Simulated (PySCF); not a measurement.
HOSi, charge +1, multiplicity 1. Atoms are numbered in the order given.

```xyz
3

O      0.0000     0.0000     0.8973
Si     0.0000     0.0000    -0.6459
H      0.0000     0.0000     1.8646
```
Charge +1, spin multiplicity 1.

Geometry: B3LYP-D3(BJ)/def2-TZVPD. The isomer is the one that the SMILES or the coordinates give; other isomers of the formula were not compared.

Vertical ionisation energy (IE) and electron affinity (EA) in eV. Rows of orbital energies are one-electron estimates. Where ΔSCF, EOM or ADC give a negative EA the extra electron is unbound and the value depends on the basis.

```
level                                             IE    EA
---------------------------------------------  -----  ----
−ε(HOMO), −ε(LUMO), r2SCAN/def2-TZVPD (PySCF)  15.76  9.44
−ε(HOMO), −ε(LUMO), HF/def2-TZVPD (PySCF)      19.39  5.29
EOM-CCSD/aug-cc-pVDZ (PySCF)                     ___   ___
ADC(3)/aug-cc-pVDZ (PySCF)                     19.51  6.11
```

Q: What belongs in the gaps? (Estimate from the structure and the level; the computed values follow.)

A: 
- EOM-CCSD/aug-cc-pVDZ (PySCF), IE: 19.69
- EOM-CCSD/aug-cc-pVDZ (PySCF), EA: 6.00

Q: Beyond the first one, list the lowest photoelectron lines from ADC(3)/aug-cc-pVDZ (PySCF 2.14.0) with their pole strengths (two spins summed). (Estimate from the structure and the level; the computed values follow.)

A: 21.60 eV (1.78), 21.60 eV (1.78), 26.37 eV (0.15).
